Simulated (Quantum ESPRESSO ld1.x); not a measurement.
Sc2+, configuration [Ar] 3d1 (the NIST ground configuration). Method: non-relativistic Kohn-Sham, LDA (Slater exchange, Perdew-Wang correlation), spin-unpolarised, spherical densities, point nucleus; computed with ld1.x of Quantum ESPRESSO 7.5. Some entries of the table are withheld. Estimate them.

| orbital | occ. | eigenvalue (eV) | <r> (bohr) |
|---|---|---|---|
| 1s | 2 | -4374.58 | 0.07375 |
| 2s | 2 | -483.697 | 0.3471 |
| 2p | 6 | -402.999 | (1) |
| 3s | 2 | -69.5082 | (2) |
| 3p | 6 | (3) | 1.166 |
| 3d | 1 | -18.2467 | 1.552 |

Answer. 
(1) 2p <r> (bohr): 0.3091
(2) 3s <r> (bohr): 1.082
(3) 3p eigenvalue (eV): -48.9130
